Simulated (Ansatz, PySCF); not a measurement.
Gas-phase reaction in SMILES: C=C (C2H4) + 2 [H][H] (H2) → 2 C (CH4)
Geometries: B3LYP-D3(BJ)/def2-TZVP minima from Ansatz (a program for electronic structure).

Quantity: energy of full hydrogenation (enthalpy at 298 K, with B3LYP-D3(BJ) rigid-rotor harmonic-oscillator terms from PySCF), in kcal/mol. Valence correlation only, unless marked. Spin-orbit coupling is left out. No relativistic terms. Basis-set limits of correlation are two-point, X^-3; Hartree-Fock from the larger set.

From measured enthalpies of formation at 298 K: -48.2 kcal/mol (C=C (C2H4) 12.6, ATcT 1.112; [H][H] (H2) 0.0, ATcT 1.112; C (CH4) -17.8, ATcT 1.112). It holds spin-orbit effects, which the calculations lack, and core correlation, which the frozen-core levels lack.

```json
[
 {"level": "BP86/def2-TZVPD", "program": "PySCF", "energy of full hydrogenation (kcal/mol)": "-47.7", "error against measurement": "0.5"},
 {"level": "B97M-V/def2-TZVPD", "program": "Ansatz", "energy of full hydrogenation (kcal/mol)": "-52.2", "error against measurement": "-4.0"},
 {"level": "MN15-D3(BJ)/def2-TZVPD", "program": "PySCF + dftd3", "energy of full hydrogenation (kcal/mol)": "-47.7", "error against measurement": "0.5"},
 {"level": "MP2/6-31G*", "program": "Ansatz", "energy of full hydrogenation (kcal/mol)": "-48.2", "error against measurement": "0.0"},
 {"level": "SCS-MP2/def2-SVP", "program": "Ansatz", "energy of full hydrogenation (kcal/mol)": "-51.6", "error against measurement": "-3.4"},
 {"level": "CCSD/def2-QZVPP", "program": "Ansatz", "energy of full hydrogenation (kcal/mol)": "-49.9", "error against measurement": "-1.7"},
 {"level": "CCSD(T)/CBS(cc-pVTZ,cc-pVQZ)", "program": "Ansatz", "energy of full hydrogenation (kcal/mol)": "-48.7", "error against measurement": "-0.5"}
]
```
